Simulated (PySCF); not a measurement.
Two species compared at the same levels of theory.

First species: C₆H₆F₄S.
Geometry (GFN2-xTB, Å), atoms numbered from 1 in this order:
```
atom  x, y, z in Å
C1    -2.926    0.438    0.569
C2    -1.668    0.172    0.294
C3    -0.408    0.010    1.106
C4     0.396    0.158   -0.198
S5     1.640   -1.125   -0.570
C6     2.900   -0.558    0.617
F7     3.244    0.716    0.409
F8     2.465   -0.631    1.880
F9     3.995   -1.297    0.526
C10   -0.907    0.029   -1.003
F11   -1.106    1.003   -1.943
H12   -3.270    0.544    1.584
H13   -3.654    0.563   -0.213
H14   -0.222    0.766    1.865
H15   -0.313   -0.977    1.559
H16    0.860    1.135   -0.334
H17   -1.035   -0.934   -1.509
```

Second species: C6H12FNSi.
SMILES: `C=C1[SiH2]N(C)C[C@@H]1CF`

Levels: PBE0/pcSseg-1 for HOMO energy, LUMO energy and HOMO–LUMO gap. Geometries: GFN2-xTB. All species are isolated and taken at one optimised geometry, non-relativistic unless stated; the electronic structure was computed with PySCF and density fitting.

The conformers computed, where there is a choice (atom-mapped SMILES and torsion angles):
- `[CH2:1]=[C:2]1[CH2:3][C@@H:4]([S:5][C:6]([F:7])([F:8])[F:9])[C@@H:10]1[F:11]`: C3–C4–S5–C6 -76°, C4–S5–C6–F7 -57°

The conformers of `C=C1[SiH2]N(C)C[C@@H]1CF` aren't listed.

Values for the first species:

```
HOMO energy   : -7.67 eV
LUMO energy   : -0.89 eV
HOMO–LUMO gap : 6.78 eV
```

(1) Estimate the same properties for the second species, and the change in each.

Results:

(1) 
```
     property     first    second  second less first
  HOMO energy  -7.67 eV  -6.36 eV           +1.31 eV
  LUMO energy  -0.89 eV  -0.45 eV           +0.44 eV
HOMO–LUMO gap   6.78 eV   5.91 eV           -0.87 eV
```

